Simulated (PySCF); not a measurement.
Excitations are Tamm–Dancoff values on a coarser integration grid. The basis has no diffuse functions, so Rydberg states are missing or too high.

Cartesian coordinates (Å):
```xyz
9

N      2.3994     1.2608     0.2487
C      1.6127     0.4353     0.0916
C      0.5822    -0.5644    -0.0993
Si    -1.1680     0.1814     0.0248
H      0.7037    -1.0318    -1.0796
H      0.6912    -1.3496     0.6527
H     -1.3333     1.2116    -1.0206
H     -2.1373    -0.9171    -0.1838
H     -1.3506     0.7738     1.3655
```
Charge 0, multiplicity 1.

Task: Predict the HOMO, T1 excitation (TDA) and brightest of the four lowest singlets (TDA) from M06-2X/def2-TZVP // B3LYP-D3(BJ)/def2-TZVP (PySCF 2.14.0).

Result: 
| Quantity | Value |
|---|---|
| HOMO | -10.17 eV |
| T1 excitation (TDA) | 6.57 eV |
| brightest of the four lowest singlets (TDA) | 8.10 eV |
